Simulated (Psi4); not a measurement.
A dimer, Cl2 ··· H6Si2 (SMILES ClCl and [SiH3][SiH3]); the first 2 atoms form monomer A.

```
10

Cl     1.0067     0.0000     0.0000
Cl    -1.0067     0.0000     0.0000
Si     4.1693    -0.0648    -0.2469
Si     6.5110    -0.0968    -0.3546
H      3.6115     0.6861    -1.3980
H      3.7209     0.5882     1.0071
H      3.6338    -1.4476    -0.2788
H      7.0686    -0.8478     0.7965
H      7.0465     1.2860    -0.3226
H      6.9595    -0.7498    -1.6086
```

Problem. What interaction energy does SAPT0/jun-cc-pVDZ, frozen core (Psi4) give, and which attractive term is the largest?

Solution. Total 2.42 kcal/mol: electrostatics -0.88, exchange 7.11, induction -1.35, dispersion -2.46. The most attractive term is dispersion.
